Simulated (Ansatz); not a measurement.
Reactions of C₂H₆ClInO, SMILES `C[CH2][In]([OH])[Cl]`.

Calculated with Ansatz (gas phase, PBE0-D4/def2-TZVP geometries, no zero-point term in ΔE). CCSD(T)/CBS is the MP2 limit (def2-TZVPP, def2-QZVPP) plus CCSD(T) − MP2 in def2-TZVPP, frozen cores. This one scheme is used for every species. Functionals use def2-TZVPP. B3LYP here is the variant with VWN-RPA as its local correlation; programs differ in this. Triplets are unrestricted, without spin–orbit coupling. def2 core potentials past Kr. For Br, Ge, In outer-core shells are correlated without core-valence functions, which leaves a few kJ/mol of doubt a bond. Scalar relativity is left out up to krypton. Each species was taken in one conformer, which may not be the lowest.

```
                                                                       reaction  B2PLYP (kJ/mol)  B3LYP-D4 (kJ/mol)  CCSD(T)/CBS(def2) (kJ/mol)
             `C[CH2][In]([OH])[Cl]` → `[CH2]` (triplet) + `[CH3][In]([OH])[Cl]`              413                416                         425
`C[CH2][In]([OH])[Cl]` + `C#[C][GeH3]` → `CC#[C][GeH3]` + `[CH3][In]([OH])[Cl]`              -41                -41                         -34
              `C[CH2][In]([OH])[Cl]` + `CCC` → `C[CH2][In]([Cl])[CH](C)C` + H₂O               67                 59                          52
        `C[CH2][In]([OH])[Cl]` + `N=C=C=O` → `CN=C=C=O` + `[CH3][In]([OH])[Cl]`               -6                 -5                           3
                     `C[CH2][In]([OH])[Cl]` + H₂S → `[OH][In]([SH])[Cl]` + `CC`             -110               -108                        -104
                     `C[CH2][In]([OH])[Cl]` + H–F → `C[CH2][In]([F])[Cl]` + H₂O              -39                -41                         -34
                     `C[CH2][In]([OH])[Cl]` + HBr → `[OH][In]([Cl])[Br]` + `CC`             -147               -145                        -142
                    `C[CH2][In]([OH])[Cl]` + HCl → `C[CH2][In]([Cl])[Cl]` + H₂O              -92                -95                         -93
                     `C[CH2][In]([OH])[Cl]` + H₂O → `[OH][In]([OH])[Cl]` + `CC`              -44                -39                         -34
                     `C[CH2][In]([OH])[Cl]` + HCl → `[OH][In]([Cl])[Cl]` + `CC`             -128               -126                        -120
```

Largest T1 diagnostic: 0.019, for `N=C=C=O`.
